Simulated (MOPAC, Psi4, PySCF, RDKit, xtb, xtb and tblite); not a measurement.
Two geometries of SMILES B/C=C\Br, relaxed at GFN2-xTB with one dihedral held; other torsions can differ between them too.

Structure A

```
8

B      1.3250     0.0138     0.0563
C     -0.0997    -0.5832     0.1467
C     -0.5826    -1.5973    -0.5541
Br     0.4788    -2.5375    -1.8194
H      1.4791     1.0373    -0.4867
H      2.2388    -0.5622     0.5012
H     -0.8017    -0.0905     0.8140
H     -1.5906    -1.9778    -0.5052
```

Structure B

```
8

B      1.3357     0.0471     0.0710
C     -0.0813    -0.5596     0.1340
C     -1.1437    -0.2130    -0.5957
Br    -1.1483     1.1186    -1.9292
H      1.5255     1.0641    -0.4701
H      2.2200    -0.5235     0.5781
H     -0.2752    -1.3690     0.8319
H     -2.1140    -0.6836    -0.5124
```

Problem. Which is lower in energy at the level DF-MP2 (frozen core)/cc-pVTZ // GFN2-xTB (Psi4), and by how much?

Solution. B is lower, by 4.06 kcal/mol (dihedral H5–B1–C2–C3: 105° in A, 15° in B).

E(B) − E(A) in kcal/mol at the other levels, on the same two geometries: GFN2-xTB (xtb and tblite) -1.19; PBE0/def2-TZVP // GFN2-xTB (Psi4) -3.72; PBE0-D3(BJ)/def2-TZVP // GFN2-xTB (Psi4) -3.71; PBE/def2-TZVP // GFN2-xTB (Psi4) -4.19; PBE-D3(BJ)/def2-TZVP // GFN2-xTB (Psi4) -4.19; HF/cc-pVTZ // GFN2-xTB (Psi4) -2.74; UFF // GFN2-xTB (RDKit) -7.76; PM3, restricted, heats of formation // GFN2-xTB (MOPAC) 2.09; AM1, restricted, heats of formation // GFN2-xTB (MOPAC) 1.31; GFN1-xTB // GFN2-xTB (xtb) -2.73; restricted B3LYP/6-31G*, spherical d // GFN2-xTB (PySCF) -4.14; restricted Hartree-Fock/6-31G*, spherical d // GFN2-xTB (PySCF) -2.82; restricted LDA (SVWN5)/6-31G*, spherical d // GFN2-xTB (PySCF) -4.86; restricted Hartree-Fock/3-21G // GFN2-xTB (PySCF) -2.69.
